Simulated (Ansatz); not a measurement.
# Pulling the pair apart

The pair of F⁻ (SMILES [F-], atom 1) and H2O (SMILES O, atoms 2–4), both closed shells, in one local arrangement (a lower one may exist), relaxed at PBE0-D4/def2-TZVPD:

| atom | x (Å) | y (Å) | z (Å) |
| --- | --- | --- | --- |
| F1 | -0.0752 | -0.1208 | -1.6022 |
| O2 | -0.0368 | -0.2750 | 0.8120 |
| H3 | 0.1719 | 0.6296 | 1.0504 |
| H4 | -0.0599 | -0.2339 | -0.2602 |

H2O is shifted rigidly along the line between the mean atom positions of the two fragments (negative: closer). Counterpoise interaction energies in kcal/mol. Program: Ansatz 0.2.0. Basis: def2-TZVPPD. Cores are frozen in the correlated methods.

```
shift (Å)  wB97M-V  r2SCAN-D4     MP2
    -0.13   -30.89     -33.12  -29.61
    -0.07   -32.47     -34.56  -31.25
     0.00   -33.07     -35.01  -31.89
     0.07   -32.97     -34.76  -31.82
     0.16   -32.06     -33.65  -30.96
     0.34   -29.12     -30.39  -28.10
     0.67   -22.49     -23.39  -21.73
     1.35   -12.89     -13.38  -12.62
```

Question: What does CCSD(T) give at these shifts? (An estimate is asked for; the value comes from the calculation.)

Answer: Computed: -29.61, -31.22, -31.85, -31.77, -30.90, -28.05, -21.68, -12.52 kcal/mol. For zero shift, CCSD(T) at an estimated basis limit (MP2 extrapolated from triple and quadruple zeta, plus CCSD(T) − MP2 in triple zeta) gives -33.12 kcal/mol. These are counterpoise interaction energies, counted from the two frozen fragments.

T1 diagnostic: at most 0.018.

For scale, one of the runs: CCSD(T)/def2-TZVPPD, 114 basis functions, launched by `ansatz run in.yaml --threads 2 --pin off --events-out ev --progress --plain --max-ram 5222MiB`. The run took about 3 s on 2 CPU threads of an Intel Xeon Platinum 8488C (shared host).
